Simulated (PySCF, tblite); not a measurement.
Bond stretch in SH (anion, charge -1), singlet.

- GFN2-xTB, 300 K electronic temperature (tblite)
- UKS-B3LYP/6-311+G** = unrestricted B3LYP/6-311+G**, spherical d run with PySCF 2.14.0
- RKS-B3LYP/6-31G* = restricted B3LYP/6-31G*, spherical d in PySCF 2.14.0
- UCCSD(T) = CCSD(T) on UHF/aug-cc-pVTZ, 5 core orbitals frozen run with PySCF

Energies relative to the lowest point of each curve near equilibrium, in kJ/mol; the last columns give the difference from UCCSD(T):

```json
[
 {"R / Å": "1.02", "GFN2-xTB": "221.0", "UKS-B3LYP/6-311+G**": "253.3", "RKS-B3LYP/6-31G*": "266.7", "UCCSD(T)": "249.7", "GFN2-xTB − UCCSD(T)": "-28.7", "UKS-B3LYP/6-311+G** − UCCSD(T)": "3.7", "RKS-B3LYP/6-31G* − UCCSD(T)": "17.0"},
 {"R / Å": "1.07", "GFN2-xTB": "135.0", "UKS-B3LYP/6-311+G**": "164.6", "RKS-B3LYP/6-31G*": "174.4", "UCCSD(T)": "161.5", "GFN2-xTB − UCCSD(T)": "-26.5", "UKS-B3LYP/6-311+G** − UCCSD(T)": "3.1", "RKS-B3LYP/6-31G* − UCCSD(T)": "12.9"},
 {"R / Å": "1.15", "GFN2-xTB": "52.9", "UKS-B3LYP/6-311+G**": "72.1", "RKS-B3LYP/6-31G*": "77.7", "UCCSD(T)": "69.8", "GFN2-xTB − UCCSD(T)": "-16.9", "UKS-B3LYP/6-311+G** − UCCSD(T)": "2.3", "RKS-B3LYP/6-31G* − UCCSD(T)": "7.9"},
 {"R / Å": "1.22", "GFN2-xTB": "17.2", "UKS-B3LYP/6-311+G**": "27.2", "RKS-B3LYP/6-31G*": "30.3", "UCCSD(T)": "25.6", "GFN2-xTB − UCCSD(T)": "-8.4", "UKS-B3LYP/6-311+G** − UCCSD(T)": "1.6", "RKS-B3LYP/6-31G* − UCCSD(T)": "4.7"},
 {"R / Å": "1.27", "GFN2-xTB": "4.9", "UKS-B3LYP/6-311+G**": "9.7", "RKS-B3LYP/6-31G*": "11.5", "UCCSD(T)": "8.7", "GFN2-xTB − UCCSD(T)": "-3.9", "UKS-B3LYP/6-311+G** − UCCSD(T)": "1.0", "RKS-B3LYP/6-31G* − UCCSD(T)": "2.7"},
 {"R / Å": "1.32", "GFN2-xTB": "0.1", "UKS-B3LYP/6-311+G**": "1.5", "RKS-B3LYP/6-31G*": "2.1", "UCCSD(T)": "1.1", "GFN2-xTB − UCCSD(T)": "-1.0", "UKS-B3LYP/6-311+G** − UCCSD(T)": "0.4", "RKS-B3LYP/6-31G* − UCCSD(T)": "1.0"},
 {"R / Å": "1.35", "GFN2-xTB": "0.0", "UKS-B3LYP/6-311+G**": "0.0", "RKS-B3LYP/6-31G*": "0.0", "UCCSD(T)": "0.0", "GFN2-xTB − UCCSD(T)": "0.0", "UKS-B3LYP/6-311+G** − UCCSD(T)": "0.0", "RKS-B3LYP/6-31G* − UCCSD(T)": "0.0"},
 {"R / Å": "1.39", "GFN2-xTB": "2.3", "UKS-B3LYP/6-311+G**": "1.4", "RKS-B3LYP/6-31G*": "0.6", "UCCSD(T)": "1.9", "GFN2-xTB − UCCSD(T)": "0.4", "UKS-B3LYP/6-311+G** − UCCSD(T)": "-0.5", "RKS-B3LYP/6-31G* − UCCSD(T)": "-1.2"},
 {"R / Å": "1.43", "GFN2-xTB": "6.8", "UKS-B3LYP/6-311+G**": "5.9", "RKS-B3LYP/6-31G*": "4.4", "UCCSD(T)": "6.8", "GFN2-xTB − UCCSD(T)": "0.0", "UKS-B3LYP/6-311+G** − UCCSD(T)": "-1.0", "RKS-B3LYP/6-31G* − UCCSD(T)": "-2.4"},
 {"R / Å": "1.50", "GFN2-xTB": "18.6", "UKS-B3LYP/6-311+G**": "19.4", "RKS-B3LYP/6-31G*": "16.7", "UCCSD(T)": "21.1", "GFN2-xTB − UCCSD(T)": "-2.5", "UKS-B3LYP/6-311+G** − UCCSD(T)": "-1.7", "RKS-B3LYP/6-31G* − UCCSD(T)": "-4.4"},
 {"R / Å": "1.58", "GFN2-xTB": "36.0", "UKS-B3LYP/6-311+G**": "40.9", "RKS-B3LYP/6-31G*": "36.7", "UCCSD(T)": "43.2", "GFN2-xTB − UCCSD(T)": "-7.2", "UKS-B3LYP/6-311+G** − UCCSD(T)": "-2.3", "RKS-B3LYP/6-31G* − UCCSD(T)": "-6.4"},
 {"R / Å": "1.68", "GFN2-xTB": "61.0", "UKS-B3LYP/6-311+G**": "72.8", "RKS-B3LYP/6-31G*": "67.0", "UCCSD(T)": "75.5", "GFN2-xTB − UCCSD(T)": "-14.5", "UKS-B3LYP/6-311+G** − UCCSD(T)": "-2.6", "RKS-B3LYP/6-31G* − UCCSD(T)": "-8.5"},
 {"R / Å": "1.80", "GFN2-xTB": "92.9", "UKS-B3LYP/6-311+G**": "114.2", "RKS-B3LYP/6-31G*": "106.4", "UCCSD(T)": "116.5", "GFN2-xTB − UCCSD(T)": "-23.6", "UKS-B3LYP/6-311+G** − UCCSD(T)": "-2.2", "RKS-B3LYP/6-31G* − UCCSD(T)": "-10.1"},
 {"R / Å": "2.00", "GFN2-xTB": "146.6", "UKS-B3LYP/6-311+G**": "182.1", "RKS-B3LYP/6-31G*": "171.7", "UCCSD(T)": "184.5", "GFN2-xTB − UCCSD(T)": "-37.9", "UKS-B3LYP/6-311+G** − UCCSD(T)": "-2.4", "RKS-B3LYP/6-31G* − UCCSD(T)": "-12.7"},
 {"R / Å": "2.23", "GFN2-xTB": "202.9", "UKS-B3LYP/6-311+G**": "250.9", "RKS-B3LYP/6-31G*": "239.2", "UCCSD(T)": "251.5", "GFN2-xTB − UCCSD(T)": "-48.6", "UKS-B3LYP/6-311+G** − UCCSD(T)": "-0.7", "RKS-B3LYP/6-31G* − UCCSD(T)": "-12.3"},
 {"R / Å": "2.45", "GFN2-xTB": "245.5", "UKS-B3LYP/6-311+G**": "298.2", "RKS-B3LYP/6-31G*": "293.4", "UCCSD(T)": "302.1", "GFN2-xTB − UCCSD(T)": "-56.6", "UKS-B3LYP/6-311+G** − UCCSD(T)": "-4.0", "RKS-B3LYP/6-31G* − UCCSD(T)": "-8.8"},
 {"R / Å": "2.68", "GFN2-xTB": "273.6", "UKS-B3LYP/6-311+G**": "326.6", "RKS-B3LYP/6-31G*": "339.1", "UCCSD(T)": "338.1", "GFN2-xTB − UCCSD(T)": "-64.5", "UKS-B3LYP/6-311+G** − UCCSD(T)": "-11.5", "RKS-B3LYP/6-31G* − UCCSD(T)": "1.0"},
 {"R / Å": "2.96", "GFN2-xTB": "292.2", "UKS-B3LYP/6-311+G**": "344.8", "RKS-B3LYP/6-31G*": "381.6", "UCCSD(T)": "361.1", "GFN2-xTB − UCCSD(T)": "-68.9", "UKS-B3LYP/6-311+G** − UCCSD(T)": "-16.3", "RKS-B3LYP/6-31G* − UCCSD(T)": "20.5"},
 {"R / Å": "3.27", "GFN2-xTB": "301.0", "UKS-B3LYP/6-311+G**": "354.7", "RKS-B3LYP/6-31G*": "415.6", "UCCSD(T)": "372.1", "GFN2-xTB − UCCSD(T)": "-71.1", "UKS-B3LYP/6-311+G** − UCCSD(T)": "-17.5", "RKS-B3LYP/6-31G* − UCCSD(T)": "43.4"},
 {"R / Å": "3.65", "GFN2-xTB": "—", "UKS-B3LYP/6-311+G**": "360.7", "RKS-B3LYP/6-31G*": "443.9", "UCCSD(T)": "377.8", "GFN2-xTB − UCCSD(T)": "—", "UKS-B3LYP/6-311+G** − UCCSD(T)": "-17.1", "RKS-B3LYP/6-31G* − UCCSD(T)": "66.2"},
 {"R / Å": "4.07", "GFN2-xTB": "—", "UKS-B3LYP/6-311+G**": "364.0", "RKS-B3LYP/6-31G*": "463.8", "UCCSD(T)": "380.4", "GFN2-xTB − UCCSD(T)": "—", "UKS-B3LYP/6-311+G** − UCCSD(T)": "-16.4", "RKS-B3LYP/6-31G* − UCCSD(T)": "83.5"},
 {"R / Å": "4.76", "GFN2-xTB": "—", "UKS-B3LYP/6-311+G**": "365.4", "RKS-B3LYP/6-31G*": "479.9", "UCCSD(T)": "381.8", "GFN2-xTB − UCCSD(T)": "—", "UKS-B3LYP/6-311+G** − UCCSD(T)": "-16.4", "RKS-B3LYP/6-31G* − UCCSD(T)": "98.1"},
 {"R / Å": "5.33", "GFN2-xTB": "—", "UKS-B3LYP/6-311+G**": "364.7", "RKS-B3LYP/6-31G*": "483.9", "UCCSD(T)": "382.4", "GFN2-xTB − UCCSD(T)": "—", "UKS-B3LYP/6-311+G** − UCCSD(T)": "-17.7", "RKS-B3LYP/6-31G* − UCCSD(T)": "101.6"}
]
```

GFN2-xTB is furthest from UCCSD(T) at 3.27 (-71.1 kJ/mol, below); its mean absolute difference over the points is 25.3 kJ/mol.

UKS-B3LYP/6-311+G** is furthest from UCCSD(T) at 5.33 (-17.7 kJ/mol, below); its mean absolute difference over the points is 6.2 kJ/mol.

RKS-B3LYP/6-31G* is furthest from UCCSD(T) at 5.33 (101.6 kJ/mol, above); its mean absolute difference over the points is 22.9 kJ/mol.

A dash means that the run gave no value there, or that the column was ended at a point which the program doubted or which failed a test of continuity chosen for this set; such a test can also cut sound points.

Where the anion isn't bound against loss of the electron, the finite basis alone holds it. The unrestricted determinant behind UKS-B3LYP/6-311+G** is spin-contaminated at 2.45 to 5.33 Å (<S²> up to 1.0, against 0.00 for a pure singlet). The restricted form behind RKS-B3LYP/6-31G* keeps the bonding electrons paired and can't separate into open-shell fragments. The unrestricted determinant behind UCCSD(T) is spin-contaminated at 2.00 to 5.33 Å (<S²> up to 1.0, against 0.00 for a pure singlet).
